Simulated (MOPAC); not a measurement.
MOPAC input (AM1):

```
AM1 FORCE THERMO(298,298) PRECISE LET GEO-OK AUX(PRECISION=9) THREADS=1
Cl3FGe

F     0.02360474 1   -0.07997116 1    1.91384317 1
Ge    0.00259831 1   -0.00881282 1    0.21091364 1
Cl   -1.67631286 1   -1.14959471 1   -0.49516054 1
Cl    1.84205808 1   -0.84100864 1   -0.52566257 1
Cl   -0.18301739 1    2.04913399 1   -0.37991643 1
```

Output:

```
 *******************************************************************************
 **                                                                           **
 **                              MOPAC v23.2.5                                **
 **                                                                           **
 *******************************************************************************
 ** MOPAC's Digital Object Identifier: https://doi.org/10.5281/zenodo.6511958 **
 **                                                                           **
 ** Please cite the open-source release paper for use of this MOPAC version:  **
 ** J. E. Moussa and J. J. P. Stewart (2026)                                  **
 ** MOPAC: An open-source semiempirical molecular orbital program             **
 ** J. Open Source Softw., 11(119), 8025, https://doi.org/10.21105/joss.08025 **
 *******************************************************************************

                              AM1 CALCULATION RESULTS

 *******************************************************************************
 *  AM1        - The AM1 Hamiltonian to be used
 *  GEO-OK     - OVERRIDE INTERATOMIC DISTANCE AND OTHER SAFETY CHECKS
 *  LET        - OVERRIDE SOME SAFETY CHECKS
 *  PRECISE    - TIGHTER CRITERIA TO BE USED
 *  FORCE      - FORCE CALCULATION SPECIFIED
 *  AUX        - OUTPUT AUXILIARY INFORMATION
 *  THERMO     - THERMODYNAMIC QUANTITIES TO BE CALCULATED
 *******************************************************************************
AM1 FORCE THERMO(298,298) PRECISE LET GEO-OK AUX(PRECISION=9) THREADS=1
 Cl3FGe

   ATOM   CHEMICAL          X               Y               Z
  NUMBER   SYMBOL      (ANGSTROMS)     (ANGSTROMS)     (ANGSTROMS)

     1       F          0.02360474  *  -0.07997116  *   1.91384317  *
     2      Ge          0.00259831  *  -0.00881282  *   0.21091364  *
     3      Cl         -1.67631286  *  -1.14959471  *  -0.49516054  *
     4      Cl          1.84205808  *  -0.84100864  *  -0.52566257  *
     5      Cl         -0.18301739  *   2.04913399  *  -0.37991643  *

          CARTESIAN COORDINATES

    NO.       ATOM           X           Y           Z

     1         F          0.0236     -0.0800      1.9138
     2        Ge          0.0026     -0.0088      0.2109
     3        Cl         -1.6763     -1.1496     -0.4952
     4        Cl          1.8421     -0.8410     -0.5257
     5        Cl         -0.1830      2.0491     -0.3799

  F: (AM1): M.J.S. DEWAR AND E. G. ZOEBISCH, THEOCHEM, 180, 1 (1988).
 Cl: (AM1): M.J.S. DEWAR AND E. G. ZOEBISCH, THEOCHEM, 180, 1 (1988).
 Ge: (AM1): M.J.S.Dewar and C.Jie, Organometallics, 8, 1544, (1989)

           Empirical Formula: F Ge Cl3  =     5 atoms

      MOLECULAR POINT GROUP   :   C3v

      RHF CALCULATION, NO. OF DOUBLY OCCUPIED LEVELS = 16

          HEAT OF FORMATION =    -169.357949 KCALS/MOLE

          CARTESIAN COORDINATE DERIVATIVES

[...]
 TRANSITION DIPOLE   0.9622         F 1 -- Ge2         +21.6% ( 71.7%)      0.0%
 TRAVEL (Ang.)       0.2395         Ge2 -- Cl4         +21.2% ( 71.0%)      0.7%
 REDUCED MASS       10.6837         Ge2 -- Cl3         +16.7% ( 63.1%)      1.5%
 EFFECTIVE MASS     41.3470
 FORCE CONSTANT      0.0762

 VIBRATION          3    1A1         ATOM PAIR     ENERGY CONTRIBUTION    RADIAL
 FREQUENCY           141.10         Ge2 -- Cl3         +31.1% (158.5%)      0.1%
 TRANSITION DIPOLE   1.9936         Ge2 -- Cl5         +31.1% (158.5%)      0.1%
 TRAVEL (Ang.)       0.1997         Ge2 -- Cl4         +31.1% (158.5%)      0.1%
 REDUCED MASS       11.9890         F 1 -- Ge2          +6.7% ( 73.6%)    100.0%
 EFFECTIVE MASS     80.7378
 FORCE CONSTANT      0.1406

 VIBRATION          5    2E          ATOM PAIR     ENERGY CONTRIBUTION    RADIAL
 FREQUENCY           199.02         F 1 -- Ge2         +56.0% ( 93.6%)      0.0%
 TRANSITION DIPOLE   1.8256         Ge2 -- Cl3         +17.6% ( 52.5%)      0.0%
 TRAVEL (Ang.)       0.1884         Ge2 -- Cl4         +14.0% ( 46.8%)      0.6%
 REDUCED MASS        9.5445         Ge2 -- Cl5         +12.4% ( 44.1%)      1.0%
 EFFECTIVE MASS     29.0500
 FORCE CONSTANT      0.2227

 VIBRATION          6    2A1         ATOM PAIR     ENERGY CONTRIBUTION    RADIAL
 FREQUENCY           378.95         Ge2 -- Cl3         +32.7% ( 62.8%)     80.1%
 TRANSITION DIPOLE   1.1829         Ge2 -- Cl5         +32.7% ( 62.8%)     80.1%
 TRAVEL (Ang.)       0.1349         Ge2 -- Cl4         +32.7% ( 62.8%)     80.1%
 REDUCED MASS        9.7747         F 1 -- Ge2          +1.9% ( 15.1%)    100.0%
 EFFECTIVE MASS     39.5258
 FORCE CONSTANT      0.8270

 VIBRATION          8    3E          ATOM PAIR     ENERGY CONTRIBUTION    RADIAL
 FREQUENCY           436.19         Ge2 -- Cl5         +43.3% ( 83.4%)     94.7%
 TRANSITION DIPOLE   3.3182         Ge2 -- Cl4         +30.0% ( 69.4%)     77.1%
 TRAVEL (Ang.)       0.0900         Ge2 -- Cl3         +14.1% ( 47.6%)     16.2%
 REDUCED MASS       19.0854         F 1 -- Ge2         +12.5% ( 44.8%)      0.0%
 EFFECTIVE MASS     49.7983
 FORCE CONSTANT      2.1395

 VIBRATION          9    3A1         ATOM PAIR     ENERGY CONTRIBUTION    RADIAL
 FREQUENCY           774.27         F 1 -- Ge2         +86.9% (100.0%)    100.0%
 TRANSITION DIPOLE   2.8213         Ge2 -- Cl4          +4.4% ( 22.4%)     10.0%
 TRAVEL (Ang.)       0.0761         Ge2 -- Cl3          +4.4% ( 22.4%)     10.0%
 REDUCED MASS       15.0575         Ge2 -- Cl5          +4.4% ( 22.4%)     10.0%
 EFFECTIVE MASS     27.3859
 FORCE CONSTANT      5.3185

      SYMMETRY NUMBER FOR POINT-GROUP C3v =  3

          SYSTEM IS A GROUND STATE

 Cl3FGe

          MOLECULE IS NOT LINEAR

          THERE ARE  9 GENUINE VIBRATIONS IN THIS SYSTEM
          THIS THERMODYNAMICS CALCULATION IS LIMITED TO
          MOLECULES WHICH HAVE NO INTERNAL ROTATIONS

                    CALCULATED THERMODYNAMIC PROPERTIES
                                          *
   TEMP. (K)   PARTITION FUNCTION   H.O.F.    ENTHALPY  HEAT CAPACITY ENTROPY
                                   KCAL/MOL   CAL/MOLE    CAL/K/MOL  CAL/K/MOL

 298.00  VIB.     0.4948D+02                  2622.6749    14.4663    16.5541
         ROT.     0.1698D+06                   888.2803     2.9808    26.9114
         INT.     0.8401D+07                  3510.9552    17.4472    43.4655
         TRA.     0.2692D+28                  1480.4672     4.9680    41.7512
         TOT.                     -169.358    4991.4224    22.4152    85.2166

   *: NOTE: HEATS OF FORMATION ARE RELATIVE TO THE
            ELEMENTS IN THEIR STANDARD STATE AT 298K
              (=  Standard Enthalpy of Formation).

            Hvib:  Zero-point energy is not included.
                   frequencies of less than zero cm-1 are not included.
            Hrot = (3/2)RT
            Htra = (3/2)RT + pV = (5/2)RT

            Heat capacity is Cp, not Cv

          For more information, see: HTTP://OpenMOPAC.net/Manual/thermochemistry.html

           FORCE CONSTANT IN CARTESIAN COORDINATES (Millidynes/A)

    ATOM   CHEMICAL       X               Y               Z
   NUMBER   SYMBOL  FORCE CONSTANT  FORCE CONSTANT  FORCE CONSTANT

      1       F        5.380181        0.289700        0.289700
      2      Ge        6.199972        3.728073        3.728073
      3      Cl        0.405339        2.220155        0.127320
      4      Cl        0.405339        0.650525        1.696949
      5      Cl        0.405337        0.650533        1.696944

 **********************
 *                    *
 * JOB ENDED NORMALLY *
 *                    *
 **********************

 == MOPAC DONE ==
```
